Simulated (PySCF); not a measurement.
Ranking problems on computed properties.

Each SMILES stands for a single optimised conformer of the isolated species, non-relativistic unless stated; the electronic structure was computed with PySCF and density fitting.

The conformers computed, where there is a choice (atom-mapped SMILES and torsion angles):
- `[CH3:1]/[C:2]([F:3])=[C:4](/[CH2:5][F:6])[C:7]([CH3:8])([CH3:9])[CH3:10]`: C2–C4–C5–F6 118°, C2–C4–C7–C8 -78°
- `[CH3:1][O:2][C:3]1=[CH:4][CH:5]=[C:6]([CH2:7][Cl:8])[CH:9]=[CH:10][CH2:11]1`: C1–O2–C3–C4 -12°, C5–C6–C7–Cl8 95°
- `[CH2:1]=[C:2]1[CH2:3][C@@H:4]([SiH2:5][Cl:6])[C@H:7]1[F:8]`: C3–C4–Si5–Cl6 -74°
- `[CH3:1][C@@H:2]1[CH2:3][P@:4]1(=[O:5])[c:6]1[cH:7][cH:8][cH:9][o:10]1`: C3–P4–C6–C7 158°
- `[CH2:1]=[CH:2][CH2:3][SiH2:4][CH2:5][SiH2:6][CH3:7]`: C1–C2–C3–Si4 101°, C2–C3–Si4–C5 55°, C3–Si4–C5–Si6 57°, Si4–C5–Si6–C7 173°
- `[CH3:1][CH:2]([CH3:3])[SiH2:4]/[CH:5]=[CH:6]/[SiH3:7]`: C1–C2–Si4–C5 -58°, C2–Si4–C5–C6 121°
- `[F:1][SiH:2]([F:3])[SiH2:4][PH2:5]`: F1–Si2–Si4–P5 54°, H–P5–Si4–Si2 -46°, H–P5–Si4–Si2 47°
- `[CH3:1][CH2:2][c:3]1[cH:4][c:5]([F:6])[n:7][n:8]1[CH2:9][CH3:10]`: C1–C2–C3–C4 90°, N7–N8–C9–C10 88°
- `[CH3:1][CH2:2][O:3][C:4]([F:5])[F:6]`: C1–C2–O3–C4 67°, C2–O3–C4–F5 47°
- `[CH3:1][C:2]([CH3:3])=[CH:4][SiH2:5][C@@H:6]([F:7])[SiH2:8][Cl:9]`: C2–C4–Si5–C6 170°, C4–Si5–C6–F7 48°, Si5–C6–Si8–Cl9 -51°
- `[CH3:1][CH2:2][CH2:3][n:4]1[cH:5][c:6]([F:7])[c:8]([CH3:9])[n:10]1`: C1–C2–C3–N4 -66°, C2–C3–N4–C5 102°
- `[CH3:1][P@:2](=[O:3])([OH:4])[c:5]1[cH:6][cH:7][cH:8][cH:9][cH:10]1`: C1–P2–C5–C6 -114°, H–O4–P2–C1 138°
- `[CH3:1]/[CH:2]=[CH:3]/[C:4]([CH3:5])([CH3:6])[CH2:7][CH:8]([F:9])[F:10]`: C2–C3–C4–C5 -1°, C3–C4–C7–C8 60°, C4–C7–C8–F9 -159°

The conformers of `FC(F)C1CCCCCC1` aren't listed.

Question: Rank by HOMO energy, lowest first (PBE0/pcSseg-1 at GFN2-xTB geometries).
A. `C/C(F)=C(/CF)C(C)(C)C`
B. `C=C1C[C@H]([C@H]1F)[SiH2]Cl`
C. `COC1=CC=C(CCl)C=CC1`
D. `FC(F)C1CCCCCC1`

Answer: D (-8.68 eV), B (-7.72 eV), A (-7.04 eV), C (-6.12 eV).

Question: Rank by dipole moment, highest first (PBE0/pcSseg-1 at GFN2-xTB geometries).
A. `C([SiH2]CC=C)[SiH2]C`
B. `COC1=CC=C(CCl)C=CC1`
C. `C=C1C[C@@H]([SiH2]Cl)[C@H]1F`
D. `CC(C)[SiH2]/C=C/[SiH3]`
E. `C[C@@H]1C[P@]1(=O)c1ccco1`
F. `C/C(F)=C(/CF)C(C)(C)C`

Answer: E (4.09 D), B (2.75 D), F (2.43 D), C (2.01 D), A (0.86 D), D (0.61 D).

Question: Rank by smallest rotational constant, lowest first (GFN2-xTB).
A. `FC/C(=C(/C)F)C(C)(C)C`
B. `COC1=CC=C(CCl)C=CC1`
C. `CC(C)[SiH2]/C=C/[SiH3]`
D. `CCO[C](F)F` [radical]
E. `CCc1cc(F)nn1CC`
F. `F[SiH](F)[SiH2]P`
G. `CC(C)=C[SiH2][C@@H](F)[SiH2]Cl`

Answer: G (0.345 GHz), B (0.431 GHz), C (0.570 GHz), E (0.737 GHz), A (0.801 GHz), F (1.151 GHz), D (2.021 GHz).

Question: Rank by HOMO–LUMO gap, lowest first (PBE0/pcSseg-1 at GFN2-xTB geometries).
A. `FC(CC(C)(C)/C=C/C)F`
B. `C(C)(C)(C)/C(CF)=C(/F)C`
C. `C[P@](=O)(O)C1=CC=CC=C1`
D. `FC(F)C1CCCCCC1`
E. `C=CC[SiH2]C[SiH2]C`
F. `CCCN1C=C(F)C(C)=N1`
G. `COC1=CC=C(CCl)C=CC1`
H. `C[C@@H]1C[P@]1(=O)c1ccco1`

Answer: G (5.24 eV), H (5.92 eV), C (6.80 eV), F (7.08 eV), B (7.21 eV), E (7.32 eV), A (7.72 eV), D (10.00 eV).

Give the two extremes of that set in kcal/mol.

`COC1=CC=C(CCl)C=CC1`: 121 kcal/mol; `FC(F)C1CCCCCC1`: 231 kcal/mol.
